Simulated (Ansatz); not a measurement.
Ideal-gas functions of C$_{3}$H$_{4}$FSi (`[C]#C[SiH](C)F`) radical at 500 K and 1 bar, from an Ansatz frequency run at PBE0-D4/def2-TZVP.

Molar mass 87.15 g/mol, point group C1 (symmetry number 1), electronic degeneracy 2, moments of inertia 83.235, 165.303, 222.747 u Å². Harmonic wavenumbers (cm⁻¹, unscaled): 111, 134, 159, 233, 295, 335, 607, 689, 736, 771, 843, 893, 927, 1281, 1441, 1444, 2161, 2258, 3055, 3141, 3147.

Use S(trans) = R[1.5 ln M + 2.5 ln T − 1.1517]; rotational temperatures θ = 24.2544 K / I; S(rot) = R[ln(√π/σ · √(T³/θAθBθC)) + 1.5]; for each mode x = 1.438777 ν̃/T, S = R[x/(eˣ − 1) − ln(1 − e⁻ˣ)] and H = RT x/(eˣ − 1); 1 cm⁻¹ = 0.0119627 kJ/mol; R = 8.31446 J/(mol·K).

Question: By hand: the entropy, in J/(mol·K).

Answer: Translation 175.3. Rotation: θ = 0.2914, 0.1467, 0.1089 K, giving 117.1. Vibration, mode by mode: 17.84, 16.29, 14.89, 11.79, 9.92, 8.93, 4.66, 3.86, 3.47, 3.21, 2.73, 2.43, 2.25, 1.00, 0.69, 0.68, 0.12, 0.09, 0.01, 0.01, 0.01, in all 104.9. Electronic 5.8. Sum 403.1 J/(mol·K).

Question: By hand: H − E and G − E in kJ/mol, counted from the electronic energy.

Answer: Zero-point energy ½ × 24661 × 0.0119627 = 147.5; thermal vibration 27.2; translation, rotation and pV give 4 RT = 16.6. H − E = 191.3 kJ/mol, and G − E = 191.3 − 500 × 403.1/1000 = -10.2 kJ/mol.

Vibration gives 26 % of the entropy, 34.1 J/(mol·K) of it from the modes under 150 cm⁻¹: soft modes count most, and the harmonic formula is weakest for them. The sum counts one conformer and one mirror image; others add a mixing term.
